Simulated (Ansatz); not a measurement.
`[BH2][GeH2][O]C` + `[OH][SnH]([OH])[Cl]` → `[BH2][GeH2][OH]` + `C[O][SnH]([OH])[Cl]`  (redistribution)

Isolated molecules relaxed with PBE0-D4/def2-TZVP in Ansatz; ΔE leaves out vibrations. CCSD(T)/CBS adds triple-zeta CCSD(T) − MP2 to the extrapolated MP2 energy (def2 sets, frozen cores). def2 core potentials past Kr. For Ge, Sn outer-core shells are correlated without core-valence functions, which leaves a few kJ/mol of doubt a bond. Scalar relativity is left out up to krypton. One conformer a species, not always the lowest.

```tsv
species	CCSD/def2-TZVPP energy (Eh)
`[BH2][GeH2][O]C`	-2217.69780
`[OH][SnH]([OH])[Cl]`	-825.50029
`[BH2][GeH2][OH]`	-2178.48495
`C[O][SnH]([OH])[Cl]`	-864.71069
```

(1) Work out ΔE.

Largest T1 diagnostic among the species: 0.013.

Results:

(1) ΔE = (-2178.48495) + (-864.71069) − (-2217.69780) − (-825.50029) = 0.00245 Eh = +6.4 kJ/mol. CCSD(T)/CBS gives +5.3 kJ/mol.
